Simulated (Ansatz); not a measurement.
`COC[SiH2]F` and `F[SiH2]CC[SiH3]` differ in one atom or group.

Ansatz, PBE0-D4/def2-TZVP geometries, multiplicity 1. Each molecule was computed in one conformer, which needn't be the lowest.

```csv
property,`COC[SiH2]F`
HOMO–LUMO gap (PBE0/def2-TZVPP) / eV,7.54
size of the dipole moment (B3LYP/def2-TZVPP) / D,2.35
HOMO energy (ωB97M-V/def2-TZVPP) / eV,-9.58
size of the dipole moment (ωB97M-V/def2-TZVPP) / D,2.33
HOMO energy (PBE/def2-TZVPP) / eV,-5.75
LUMO energy (PBE/def2-TZVPP) / eV,-0.59
```

(1) Give the same properties after the change, and the shifts. (Best estimate.)

Results:

(1) Computed: 
| property | `F[SiH2]CC[SiH3]` | shift |
| --- | --- | --- |
| HOMO–LUMO gap (PBE0/def2-TZVPP) / eV | 8.67 | 1.13 |
| size of the dipole moment (B3LYP/def2-TZVPP) / D | 1.67 | -0.68 |
| HOMO energy (ωB97M-V/def2-TZVPP) / eV | -10.71 | -1.13 |
| size of the dipole moment (ωB97M-V/def2-TZVPP) / D | 1.66 | -0.67 |
| HOMO energy (PBE/def2-TZVPP) / eV | -7.19 | -1.44 |
| LUMO energy (PBE/def2-TZVPP) / eV | -0.67 | -0.08 |

With PBE0 the HOMO falls by 1.23 eV and the LUMO falls by 0.10 eV, so the gap widens by about 1.13 eV. PBE moves the HOMO by -1.44 eV and ωB97M-V by -1.13 eV. Dipoles are sizes alone; their direction can turn.

B3LYP here is the variant with VWN-RPA as its local correlation; programs differ in this.
